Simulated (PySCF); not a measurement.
PySCF job for diglyme (C6H14O3), SMILES O(CCOC)CCOC, PBE0-D3(BJ)/def2-SVP. Coordinates come from a PBE0-D3(BJ)/def2-SVP optimisation. Other conformers were not sampled.

```python
import numpy as np
from pyscf import gto, scf, dft, df
from pyscf.hessian import thermo

mol = gto.M(
    atom='''
    C    -4.30582718    0.15961215   -0.38683589
    O    -3.30322603    0.89526678    0.24598245
    C    -2.01493046    0.68429287   -0.25626758
    C    -1.35976887   -0.56306025    0.33207685
    O    -0.08003351   -0.79065350   -0.18611944
    C     0.94308159   -0.04090093    0.40323133
    C     2.25135310   -0.47982473   -0.21201654
    O     3.27517916    0.27149149    0.36209025
    C     4.53879438   -0.04577041   -0.12767782
    H    -5.26555630    0.44670871    0.06539788
    H    -4.18607335   -0.93415775   -0.26662848
    H    -4.35208501    0.37754279   -1.47226334
    H    -2.01500441    0.60329511   -1.36180451
    H    -1.42306193    1.57592587    0.00477227
    H    -1.96138890   -1.45234442    0.08586831
    H    -1.34039616   -0.47552138    1.43612635
    H     0.97838579   -0.20340012    1.49898365
    H     0.82087639    1.04732145    0.24084984
    H     2.20528114   -0.33449929   -1.31117270
    H     2.39319196   -1.56625937   -0.03712912
    H     4.61741444    0.12935643   -1.21946778
    H     5.27156896    0.59564602    0.38171929
    H     4.80527473   -1.10454465    0.06405996
    ''',
    basis='def2-SVP',
    charge=0,
    spin=0,
    max_memory=1600,
    verbose=3,
)
mf = dft.RKS(mol, xc='pbe0').density_fit(auxbasis='def2-universal-jkfit')
mf.disp = 'd3bj'
mf.grids.level = 3
mf.conv_tol = 1e-11
mf.max_cycle = 100
mf.kernel()

# [left out here: the lines that compute and print the analytic Hessian (its translational invariance restored by hand, since the grid's response is missing), thermochemistry and intensities]
```

It prints:

```
[...]
       6   C                -0.00  0.00  0.00    0.00  0.01  0.00   -0.00 -0.00  0.00
       7   O                -0.00  0.00  0.00   -0.00  0.00  0.00    0.00  0.00  0.00
       8   C                -0.00  0.00  0.00   -0.00  0.00  0.00   -0.00  0.00  0.00
       9   H                -0.25  0.08  0.12   -0.02  0.01  0.01   -0.05  0.01  0.02
      10   H                 0.07 -0.58  0.08    0.01 -0.04  0.01    0.01 -0.09  0.01
      11   H                -0.02  0.15 -0.67   -0.00  0.02 -0.08   -0.01  0.04 -0.18
      12   H                 0.01  0.02  0.19   -0.00 -0.01 -0.14   -0.01 -0.07 -0.80
      13   H                -0.04 -0.06 -0.02    0.04  0.06  0.02    0.13  0.19  0.07
      14   H                 0.03  0.04  0.01   -0.04 -0.05 -0.02   -0.04 -0.06 -0.02
      15   H                -0.00 -0.01 -0.07    0.01  0.02  0.18    0.01  0.03  0.33
      16   H                 0.00 -0.01  0.03   -0.02  0.13 -0.71    0.01 -0.04  0.22
      17   H                -0.00  0.04 -0.01    0.07 -0.56  0.11   -0.01  0.10 -0.02
      18   H                -0.00  0.01 -0.04   -0.00  0.01 -0.05   -0.00  0.00 -0.02
      19   H                 0.00 -0.04  0.01    0.01 -0.10  0.02   -0.00  0.03 -0.00
      20   H                 0.00  0.01 -0.04    0.00  0.00 -0.03    0.00  0.00 -0.00
      21   H                 0.01  0.01  0.01    0.01  0.01  0.01    0.00  0.00  0.00
      22   H                 0.01 -0.04  0.01    0.01 -0.03  0.01   -0.00 -0.00  0.00
Mode                                54                  55                  56
Irrep
Freq [cm^-1]                     3024.2751           3029.2281           3051.7696
Reduced mass [au]                   1.0673              1.1045              1.1052
Force const [Dyne/A]                5.7513              5.9716              6.0648
Char temp [K]                    4351.2585           4358.3848           4390.8169
Normal mode                   x     y     z       x     y     z       x     y     z
       0   C                 0.00  0.00 -0.00   -0.00  0.00 -0.00    0.00 -0.00  0.00
       1   O                -0.00 -0.00  0.00    0.00 -0.00 -0.00   -0.00 -0.00  0.00
       2   C                -0.01 -0.01  0.03   -0.00 -0.00 -0.00   -0.00 -0.00 -0.00
       3   C                -0.01 -0.02  0.06   -0.00 -0.00  0.01   -0.00 -0.00  0.00
       4   O                -0.00  0.00  0.00    0.00  0.00  0.00    0.00 -0.00  0.00
       5   C                 0.00  0.00  0.01   -0.00  0.03 -0.02   -0.00  0.01 -0.01
       6   C                -0.00  0.01 -0.01    0.01 -0.06  0.06    0.00 -0.01  0.01
       7   O                -0.00 -0.00 -0.00   -0.00 -0.00  0.00   -0.00  0.00 -0.00
       8   C                 0.00  0.00 -0.00    0.00 -0.01  0.01   -0.01  0.06 -0.06
       9   H                -0.00  0.00  0.00    0.00  0.00 -0.00    0.00 -0.00 -0.00
      10   H                 0.00 -0.03  0.00    0.00 -0.01  0.00   -0.00  0.00 -0.00
      11   H                -0.00 -0.00  0.01    0.00 -0.00  0.01    0.00  0.00 -0.00
      12   H                -0.01 -0.03 -0.36   -0.00 -0.00 -0.00    0.00  0.00  0.01
      13   H                 0.08  0.12  0.04    0.02  0.02  0.01    0.00  0.01  0.00
      14   H                 0.17  0.25  0.08    0.03  0.04  0.01    0.00  0.00  0.00
      15   H                -0.03 -0.07 -0.81   -0.00 -0.01 -0.13   -0.00 -0.00 -0.00
      16   H                -0.01  0.02 -0.13    0.00 -0.02  0.16    0.00 -0.01  0.08
      17   H                 0.00 -0.02  0.00    0.04 -0.32  0.05    0.01 -0.10  0.02
      18   H                 0.00 -0.01  0.08   -0.02  0.08 -0.59    0.00  0.01 -0.05
      19   H                 0.01 -0.09  0.01   -0.09  0.60 -0.10   -0.01  0.05 -0.01
      20   H                -0.00 -0.00  0.02    0.01  0.01 -0.08   -0.03 -0.10  0.65
      21   H                -0.00 -0.00 -0.00   -0.00 -0.00  0.00   -0.00  0.01 -0.01
      22   H                 0.00 -0.01  0.00   -0.02  0.08 -0.01    0.15 -0.64  0.11
Mode                                57                  58                  59
Irrep
Freq [cm^-1]                     3062.0425           3063.3270           3105.0445
Reduced mass [au]                   1.1094              1.1048              1.0970
Force const [Dyne/A]                6.1287              6.1082              6.2316
Char temp [K]                    4405.5974           4407.4455           4467.4676
Normal mode                   x     y     z       x     y     z       x     y     z
       0   C                -0.00  0.00 -0.00   -0.01  0.07 -0.06    0.00  0.01 -0.00
       1   O                 0.00  0.00 -0.00    0.00 -0.00 -0.00   -0.00  0.00 -0.00
       2   C                 0.00  0.00  0.01   -0.00 -0.00  0.00   -0.03 -0.05 -0.03
       3   C                -0.00 -0.00 -0.00   -0.00 -0.00 -0.01    0.03  0.04  0.03
       4   O                -0.00  0.00 -0.00   -0.00 -0.00  0.00    0.00 -0.00  0.00
       5   C                 0.01 -0.06  0.05   -0.00  0.00 -0.00   -0.00 -0.01  0.00
       6   C                 0.00 -0.03  0.03   -0.00  0.00 -0.00    0.00 -0.00  0.00
       7   O                -0.00  0.00 -0.00   -0.00 -0.00  0.00    0.00  0.00 -0.00
       8   C                -0.00  0.01 -0.01    0.00 -0.00  0.00   -0.00  0.00  0.00
       9   H                -0.00  0.00 -0.00   -0.03  0.02 -0.00   -0.01  0.00  0.00
      10   H                 0.00 -0.03  0.00    0.10 -0.71  0.08    0.01 -0.07  0.01
      11   H                 0.00 -0.01  0.03    0.01 -0.12  0.59    0.00 -0.00  0.02
      12   H                -0.00 -0.00 -0.06   -0.00 -0.00 -0.03   -0.00  0.01  0.18
      13   H                -0.03 -0.05 -0.02    0.00  0.00  0.00    0.35  0.53  0.16
      14   H                 0.00  0.00 -0.00    0.03  0.05  0.01   -0.34 -0.51 -0.15
      15   H                 0.00  0.00  0.04    0.00  0.00  0.07   -0.00 -0.01 -0.19
      16   H                -0.01  0.08 -0.52    0.00 -0.00  0.03   -0.00  0.00 -0.02
      17   H                -0.09  0.66 -0.10    0.00 -0.04  0.01   -0.01  0.07 -0.01
      18   H                -0.00  0.04 -0.25    0.00 -0.00  0.01    0.00  0.00 -0.01
      19   H                -0.04  0.26 -0.04    0.00 -0.01  0.00   -0.00  0.01 -0.00
      20   H                -0.00 -0.01  0.06   -0.00  0.00 -0.00    0.00  0.00 -0.00
      21   H                -0.00  0.00 -0.00   -0.00 -0.00  0.00   -0.00 -0.00 -0.00
      22   H                 0.01 -0.06  0.01   -0.00  0.00 -0.00    0.00 -0.00  0.00
Mode                                60                  61                  62
Irrep
Freq [cm^-1]                     3124.3646           3156.6352           3157.1448
Reduced mass [au]                   1.1018              1.1000              1.0997
Force const [Dyne/A]                6.3371              6.4582              6.4583
Char temp [K]                    4495.2651           4541.6953           4542.4285
Normal mode                   x     y     z       x     y     z       x     y     z
       0   C                 0.00  0.00 -0.00   -0.07  0.03  0.04   -0.00  0.00  0.00
       1   O                 0.00 -0.00 -0.00    0.00 -0.00 -0.00    0.00 -0.00 -0.00
       2   C                 0.03  0.04  0.03    0.00  0.00  0.00    0.00  0.00  0.00
       3   C                 0.03  0.04  0.03    0.00  0.00  0.00   -0.00  0.00  0.00
       4   O                 0.00 -0.00 -0.00   -0.00 -0.00 -0.00    0.00  0.00 -0.00
       5   C                -0.00  0.00 -0.00    0.00  0.00  0.00   -0.00  0.00  0.00
       6   C                -0.00  0.00 -0.00    0.00  0.00  0.00   -0.00 -0.00 -0.00
       7   O                 0.00 -0.00  0.00   -0.00 -0.00 -0.00   -0.00  0.00  0.00
       8   C                -0.00  0.00  0.00   -0.00 -0.00 -0.00    0.05  0.06  0.05
       9   H                -0.04  0.01  0.02    0.79 -0.24 -0.38    0.05 -0.01 -0.02
      10   H                 0.01 -0.04  0.00    0.02 -0.19  0.03    0.00 -0.01  0.00
      11   H                -0.00 -0.01  0.03   -0.01  0.05 -0.18   -0.00  0.00 -0.01
      12   H                -0.01 -0.01 -0.22    0.00 -0.00 -0.01    0.00  0.00 -0.00
      13   H                -0.33 -0.51 -0.15   -0.01 -0.02 -0.01   -0.00 -0.00 -0.00
      14   H                -0.34 -0.51 -0.15   -0.02 -0.02 -0.01    0.00 -0.00  0.00
      15   H                -0.01 -0.01 -0.24   -0.00 -0.00 -0.01   -0.00 -0.00 -0.00
      16   H                -0.00 -0.00  0.02   -0.00  0.00 -0.00    0.00  0.00 -0.00
      17   H                 0.01 -0.05  0.01    0.00 -0.00  0.00    0.00 -0.00  0.00
      18   H                 0.00 -0.00  0.00    0.00  0.00 -0.00   -0.00 -0.00  0.00
      19   H                 0.00 -0.01  0.00    0.00 -0.00  0.00   -0.00  0.00 -0.00
      20   H                 0.00  0.00 -0.00   -0.00 -0.00  0.01    0.01  0.04 -0.17
      21   H                -0.00 -0.00 -0.00    0.04  0.03  0.03   -0.60 -0.54 -0.43
      22   H                 0.00 -0.00  0.00   -0.00  0.01 -0.00    0.04 -0.17  0.04
temperature 298.1500 [K]
pressure 101325.00 [Pa]
Rotational constants [GHz] 7.70736 0.44076 0.43201
Symmetry number 1
Zero-point energy (ZPE) 0.20390 [Eh]   535333.724 [J/mol]
                           tot       elec      trans        rot        vib
Entropy [J/mol/K]       466.341      0.000    169.846    124.567    171.927
Cv [J/mol/K]            161.288      0.000     12.472     12.472    136.345
Cp [J/mol/K]            169.602      0.000     20.786     12.472    136.345
Internal energy [J/mol]                      3718.434   3718.434 558883.699
Internal energy [Eh]   -461.61052  -461.82622
Enthalpy [J/mol]                             6197.391   3718.434 558883.699
Enthalpy [Eh]          -461.60958
Gibbs free energy [J/mol]                  -44442.325 -33421.347 507623.630
Gibbs free energy [Eh] -461.66253
mode   freq/cm-1   IR/(km/mol)
   1       20.13         0.281
   2       35.51         1.309
   3       53.39         0.056
   4       93.08         1.396
   5      105.32         2.048
   6      126.55         4.639
   7      156.37         3.933
   8      175.67         0.463
   9      235.71         3.875
  10      288.86         5.842
  11      302.82        17.615
  12      364.77         0.111
  13      417.07         1.347
  14      488.35         6.240
  15      565.33         0.725
  16      798.45         1.618
  17      837.20         0.327
  18     1006.59        29.178
  19     1022.98        59.456
  20     1064.23         0.103
  21     1070.86         0.236
  22     1107.27         0.096
  23     1144.52        15.301
  24     1160.36         1.002
  25     1177.33         6.547
  26     1188.94         1.948
  27     1199.53       124.914
  28     1218.33         3.209
  29     1232.56        17.307
  30     1243.75        43.013
  31     1253.45       158.238
  32     1268.85       235.501
  33     1284.06         5.137
  34     1296.92       122.143
  35     1324.97         3.147
  36     1348.90         5.419
  37     1355.73        20.631
  38     1432.19         0.345
  39     1451.31         3.155
  40     1457.55         3.632
  41     1458.87         7.981
  42     1466.01         1.903
  43     1470.64         2.770
  44     1478.20         1.042
  45     1481.89        14.337
  46     1487.49         8.239
  47     1492.98         7.980
  48     1510.83         4.401
  49     1517.66         4.918
  50     2981.63        41.842
  51     2992.93        59.676
  52     2993.90        50.513
  53     3004.85        50.936
  54     3013.33        10.466
  55     3024.28        69.071
  56     3029.23        35.560
  57     3051.77        61.800
  58     3062.04        58.134
  59     3063.33        61.027
  60     3105.04         0.048
  61     3124.36        60.217
  62     3156.64        21.955
  63     3157.14        21.670
max |gradient| / (hartree/bohr): 5.7875163822283075e-05
APT charges: [ 0.5167 -0.7946  0.4812  0.5122 -0.8298  0.5293  0.5497 -0.8246  0.5599
 -0.0104 -0.054  -0.0549 -0.0574 -0.0284 -0.0367 -0.0563 -0.0618 -0.0586
 -0.0695 -0.0709 -0.063  -0.0148 -0.0633]
```

Self-consistency was reached.
